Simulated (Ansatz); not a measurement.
CH9BOSi2 (`C[SiH2]OB[SiH3]`). Total charge 0; spin multiplicity 1. The structure was optimised at the PBE0-D4/def2-TZVP level. It is one conformer, not always the lowest.

```xyz
14

C    -0.693    1.915    1.411
Si   -1.027    1.414   -0.346
O    -0.273   -0.015   -0.754
B     0.524   -0.876   -0.097
Si    1.234   -2.541   -1.021
H     0.373    2.069    1.588
H    -1.053    1.164    2.118
H    -1.211    2.855    1.623
H    -0.525    2.435   -1.298
H    -2.478    1.197   -0.574
H     0.816   -0.650    1.055
H     0.789   -2.679   -2.435
H     2.726   -2.533   -0.998
H     0.800   -3.757   -0.272
```

(1) What is the dipole moment at PBE/def2-TZVPP? (Best estimate.)

(2) And with r2SCAN, B3LYP, ωB97M-V? (An estimate is asked.)

(3) Give the Mulliken charges with PBE, ωB97M-V, B3LYP in def2-TZVPP. (Best estimate.)

Answers

(1) Ansatz gave: 2.36 D, with components (-0.72, 1.87, 1.26) D in this frame, pointing from negative to positive charge.

(2) Ansatz gave: r2SCAN 2.31 D, B3LYP 2.31 D, ωB97M-V 2.29 D.

(3) The calculation gave: 
```csv
atom,PBE,ωB97M-V,B3LYP
C1,-0.37,-0.46,-0.38
Si2,0.37,0.38,0.45
O3,-0.20,-0.27,-0.27
B4,0.15,0.09,0.17
Si5,0.04,0.02,0.10
H6,0.11,0.13,0.11
H7,0.11,0.13,0.11
H8,0.11,0.13,0.11
H9,-0.06,-0.03,-0.08
H10,-0.06,-0.03,-0.08
H11,-0.03,0.03,-0.01
H12,-0.06,-0.04,-0.08
H13,-0.06,-0.04,-0.08
H14,-0.06,-0.04,-0.08
```

B3LYP here is the variant with VWN-RPA as its local correlation; programs differ in this.
